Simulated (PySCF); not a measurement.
# Platinum: a sound run and one with changed settings

Sound run: Pt [Xe] 4f14 5d9 6s1, Pt⁺ [Xe] 4f14 5d9. All numbers are calculated (PySCF 2.14, scalar relativity through the core potential, in cc-pVDZ-PP with ECP60MDF). The sound run starts from symmetry-adapted Hartree-Fock orbitals and uses a fine grid where one is needed.

Changed run: radial step 0.8 in ln r (0.13 in the sound run). This setting is unsound on purpose.

| species | method | sound run (hartree) | changed run (hartree) | converged |
| --- | --- | --- | --- | --- |
| Pt | UHF | -118.51262 | -118.51262 | yes |
| Pt | r2SCAN | -119.41478 | -120.56391 | yes |
| Pt | B3LYP | -119.41987 | -119.99203 | yes |
| Pt⁺ | UHF | -118.23418 | -118.23418 | yes |
| Pt⁺ | r2SCAN | -119.07606 | -120.12959 | yes |
| Pt⁺ | B3LYP | -119.08024 | -119.58519 | yes |

Ionisation energy of Pt:

```
method  sound run (eV)  changed run (eV)
   UHF           7.577             7.577
r2SCAN           9.217            11.819
```

A coarse radial grid mis-integrates the density and the exchange-correlation energy, with errors of either sign; Hartree-Fock needs no grid.

For comparison, NIST gives 8.959 eV between the lowest levels.
